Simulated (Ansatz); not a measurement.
One change: `C=COB(O)O` becomes `O[B-]1(O)OC=CC=[O+]1`.

Ansatz, PBE0-D4/def2-TZVP geometries, multiplicity 1. Each molecule was computed in one conformer, which needn't be the lowest.

```csv
property,`C=COB(O)O`
HOMO–LUMO gap (B3LYP/def2-TZVPP) / eV,7.04
LUMO energy (PBE/def2-TZVPP) / eV,-0.47
HOMO–LUMO gap (PBE/def2-TZVPP) / eV,5.33
HOMO energy (PBE/def2-TZVPP) / eV,-5.80
HOMO energy (ωB97M-V/def2-TZVPP) / eV,-9.25
HOMO energy (PBE0/def2-TZVPP) / eV,-6.99
```

Task: What does the change do to each property? (An estimate is asked.)

Result: Ansatz gave: 
```
                             property  `O[B-]1(O)OC=CC=[O+]1`  shift
HOMO–LUMO gap (B3LYP/def2-TZVPP) / eV                    4.98  -2.06
    LUMO energy (PBE/def2-TZVPP) / eV                   -3.14  -2.67
  HOMO–LUMO gap (PBE/def2-TZVPP) / eV                    3.17  -2.16
    HOMO energy (PBE/def2-TZVPP) / eV                   -6.31  -0.51
HOMO energy (ωB97M-V/def2-TZVPP) / eV                   -9.84  -0.59
   HOMO energy (PBE0/def2-TZVPP) / eV                   -7.66  -0.67
```

With PBE0 the HOMO falls by 0.67 eV and the LUMO falls by 2.82 eV, so the gap narrows by about 2.15 eV. PBE moves the HOMO by -0.51 eV and ωB97M-V by -0.59 eV.

B3LYP here is the variant with VWN-RPA as its local correlation; programs differ in this.
